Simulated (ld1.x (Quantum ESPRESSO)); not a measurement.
**Ranking TM potentials for chlorine (Cl)**

All share these settings but for the change named:

Cl, norm-conserving Troullier–Martins (Kleinman–Bylander form), made with ld1.x (Quantum ESPRESSO) 7.5 (PW91, scalar-relativistic). Core [Ne], reference 3s2 3p3.5 (charge +1.5). Waves: 3s (bound): rc 1.10 bohr; 3p (bound): rc 1.30 bohr; 3d channel at 0.05 Ry: rc 1.40 bohr. Local part: the d channel. Core correction: Bessel-smoothed model core, default radius (core density twice the valence density).

Cutoff: the first of the cutoffs (Ry, on a coarse ladder) from which the occupation-weighted sum of valence levels, in a spherical-Bessel basis at the reference potential, stays within 10 and 1 mRy of its value at 400 Ry; the density cutoff is not measured.

The base gives 60 Ry.

Of 6 variants that were run, those that failed, showed a ghost or another fault, or gave nearly equal values are left out.

(1) Rank these variants from softest to hardest (loose cutoff).
A. wave 3s (bound): rc 1.10 bohr becomes 3s (bound): rc 0.98 bohr
B. wave 3s (bound): rc 1.10 bohr becomes 3s (bound): rc 1.66 bohr
C. wave 3s (bound): rc 1.10 bohr becomes 3s (bound): rc 1.24 bohr

Answers

(1) B (35 Ry), C (45 Ry), A (110 Ry).
